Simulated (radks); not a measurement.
Question: Species: Al10+. Configuration: [He] 2s0.5 2p0.5 (fractional occupations, a model configuration). All-electron calculation, non-relativistic Kohn-Sham, BLYP, spin-polarised, spherical densities, point nucleus; open shells are filled with parallel spins first. Program: a radial shooting solver on a logarithmic mesh with Libxc functionals. Some entries of the table are withheld. Estimate them.

orbital,occ.,eigenvalue (eV),<r^2> (bohr^2),<r> (bohr)
1s up,1,-1937.088,0.01915,(1)
1s down,1,-1933.957,0.01910,(2)
2s up,0.5,-421.8095,0.3044,0.5105
2p up,0.5,-399.8051,0.2373,0.4438

Answer: 
(1) 1s up <r> (bohr): 0.1195
(2) 1s down <r> (bohr): 0.1193
